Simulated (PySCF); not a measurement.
## Worked example: chemical shift, span and skew from a shielding tensor

C3H6BNO, SMILES N1=COB(C)C1. Atoms are numbered in the order given.

```xyz
12

C     -2.2488    -0.0533    -0.3082
B     -0.7030     0.0100    -0.0719
C      0.1887     0.5356     1.1327
N      1.5657     0.2514     0.6862
C      1.4671    -0.2824    -0.4540
O      0.2093    -0.4738    -0.9992
H     -2.5083    -0.2950    -1.3495
H     -2.7424     0.8887    -0.0196
H     -2.6784    -0.8377     0.3404
H     -0.0070     0.0321     2.0960
H      0.0761     1.6147     1.3400
H      2.2988    -0.6216    -1.0803
```

Geometry optimised at ωB97X-D3(BJ)/def2-SVP. The structure was generated by enumeration, and PubChem lists no compound with its InChIKey, so it may never have been made. One conformer was computed; it need not be the lowest.

GIAO shieldings from PBE/pcSseg-1 run with PySCF, non-relativistic, no solvent. The symmetric part of the tensor of C3 has the principal values 105.2, 107.2, 155.4 ppm. The same nucleus in TMS has σ = 182.0 ppm at this level (PySCF, at its B3LYP-D3(BJ)/def2-TZVP geometry).

### Question
Work out the isotropic shielding, the ¹³C shift against TMS, the span and the skew.

### Answer

σ(iso) = (σ11 + σ22 + σ33)/3 = 122.6 ppm. δ = σ(ref) − σ(iso) = 182.0 − (122.6) = 59.4 ppm.
Span Ω = σ33 − σ11 = 50.2 ppm. Skew κ = 3(σ(iso) − σ22)/Ω = 0.92. Tumbling in solution averages the tensor to δ; in a static solid the shielding alone would spread this spin-1/2 line over Ω.
